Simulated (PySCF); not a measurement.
**Working out the ionisation energy of Cl+**

Cl+ [Ne] 3s2 3p4 (3P) → Cl(2+) [Ne] 3s2 3p3 (4S). Calculation: PySCF 2.14, in dyall-av3z (19s12p3d2f, 84 functions); scalar relativity by spin-free X2C-1e. Frozen: [Ne]; the 26 highest virtual orbitals dropped. Energies in hartree (1 hartree = 27.21139 eV):

| part | Cl+ (lower) | Cl(2+) (upper) |
| --- | --- | --- |
| UHF | -460.471396 | -459.641943 |
| CCSD correlation | -0.150917 | -0.117613 |
| (T) | -0.004418 | -0.003275 |

What does Hartree-Fock give?

(-459.641943) − (-460.471396) = 0.829453 hartree = 22.571 eV.

What do CCSD and CCSD(T) give?

The CCSD correlation energies differ by 0.033304 hartree = 0.906 eV and the triples by 0.001143 hartree = 0.031 eV, so CCSD gives 23.477 eV and CCSD(T) 23.508 eV.

Measured between the centres of the two terms (NIST): 23.771 eV, so CCSD(T) (valence) is off by -0.263 eV.

What remains against the reference includes basis incompleteness, the frozen core and higher excitations.
